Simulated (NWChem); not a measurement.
System: MgNH$_{3}$S; SMILES [NH2][Mg][SH]

The following NWChem deck was run.

```
start job
memory heap 200 mb stack 900 mb global 1100 mb
geometry units angstroms noautoz
  Mg     0.150849    -0.374197    -0.183014
  N      0.441618    -2.216127     0.162852
  H     -0.102967    -3.000086    -0.209220
  H      1.170903    -2.615528     0.761386
  S     -0.194388     1.884243    -0.603818
  H     -1.044541     2.001650     0.457062
end
basis spherical
  * library 6-31g*
end
dft
  xc m06-l
  iterations 150
  mulliken
end
task dft energy
```

Coordinates come from a PBE-D3(BJ)/def2-SVP optimisation.

### Question
What results follow from this input? (M06-L/6-31G* (spherical d).) Quantities: energy (Ha); highest occupied level (eV); orbital gap (eV); dipole (D).

### Answer
```yaml
energy (Ha): -654.82
highest occupied level (eV): -4.87
orbital gap (eV): 4.03
dipole (D): 2.45
```
